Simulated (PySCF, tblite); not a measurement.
Isomers of C3H10NOSi (doublet state), one GFN2-xTB conformer each. Single-point energies are computed at B3LYP/pcH-1 (PySCF, gas phase, no added dispersion term), electronic only. GFN2-xTB treats the open shell by occupation alone, and not every SCF solution was tested for stability.

Task: Rank them by B3LYP/pcH-1 energy, lowest first (kJ/mol).
A. `[CH3:1][CH2:2][O:3][CH2:4][SiH2:5][NH:6]` (doublet state) with C1–C2–O3–C4 173°, C2–O3–C4–Si5 -76°, O3–C4–Si5–N6 58°, C4–Si5–N6–H -123°
B. `[CH2:1][CH2:2][O:3][CH2:4][SiH2:5][NH2:6]` (doublet state) with H–C1–C2–O3 22° and -165°, C1–C2–O3–C4 71°, C2–O3–C4–Si5 -177°, O3–C4–Si5–N6 -60°, C4–Si5–N6–H 39° and 177°
C. `[CH2:1][CH2:2][CH2:3][O:4][SiH2:5][NH2:6]` (doublet state) with H–C1–C2–C3 58° and -128°, C1–C2–C3–O4 70°, C2–C3–O4–Si5 -58°, C3–O4–Si5–N6 -54°, O4–Si5–N6–H 54° and -170°
D. `[CH3:1][CH2:2][Si@@H:3]([OH:4])[N:5][CH3:6]` (doublet state) with C1–C2–Si3–O4 -56°, C2–Si3–O4–H 93°, C2–Si3–N5–C6 76°

Result: D (0.0), C (34.3), B (155.4), A (204.8).

As drawn, the lowest has an O–H bond and an Si–O bond, which the highest lacks; the highest has an N–H bond, which the lowest lacks. GFN2-xTB itself gives, in the same order: 0.0, 22.7, 200.7, 139.4. Both levels put the same isomer lowest; measured from each level's own lowest isomer, the values differ by up to 65.4 kJ/mol (CCOC[SiH2][NH]: 139.4 against 204.8).

Task: What happens when harmonic zero-point energies from GFN2-xTB frequencies are added?

Result: 
| SMILES | ZPE (kJ/mol) | electronic (kJ/mol) | with ZPE (kJ/mol) |
| --- | --- | --- | --- |
| CC[Si@@H](O)[N]C | 332.6 | 0.0 | 0.0 |
| [CH2]CCO[SiH2]N | 326.0 | 34.3 | 27.7 |
| [CH2]COC[SiH2]N | 320.1 | 155.4 | 143.0 |
| CCOC[SiH2][NH] | 328.8 | 204.8 | 201.0 |

The zero-point energies span 12.5 kJ/mol. The order is unchanged.
